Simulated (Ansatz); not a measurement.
`F[SiH2][SiH2]S` + `CCC(C)(C)CC` → `CC[SiH2][SiH2]F` + `CCC(C)(C)S`  (formal exchange of groups at the Si–S bond)

Isolated molecules relaxed with PBE0-D4/def2-TZVP in Ansatz; ΔE leaves out vibrations. CBS: MP2 limit from def2 TZ/QZ plus the TZ coupled-cluster correction, frozen cores. DFT in def2-TZVPP. B3LYP here is the variant with VWN-RPA as its local correlation; programs differ in this. One conformer a species, not always the lowest.

Problem. Is it downhill or uphill in electronic energy at CCSD(T)/CBS, and by how much? (An estimate is asked.)

Solution. The calculation gave: Uphill: ΔE = +0.70 eV.

Problem. What do these levels give: PBE-D4, B3LYP-D4, MP2/def2-TZVPP, SCS-MP2/def2-TZVPP, HF/def2-QZVPP, MP2/def2-QZVPP? (An estimate is asked.)

Solution. Computed: PBE-D4 0.65, B3LYP-D4 0.67, MP2/def2-TZVPP 0.71, SCS-MP2/def2-TZVPP 0.69, HF/def2-QZVPP 0.70, MP2/def2-QZVPP 0.71 eV.

Largest T1 diagnostic among the species: 0.012.

The D4 term adds +0.04 eV with B3LYP and +0.03 eV with PBE0; it sums over pairs of atoms, weighted by their polarisabilities, and B3LYP, whose exchange is more repulsive, gets the larger term. From PBE to PBE0 (25 % exact exchange), in def2-TZVPP and without D4, ΔE moves by +0.04 eV.
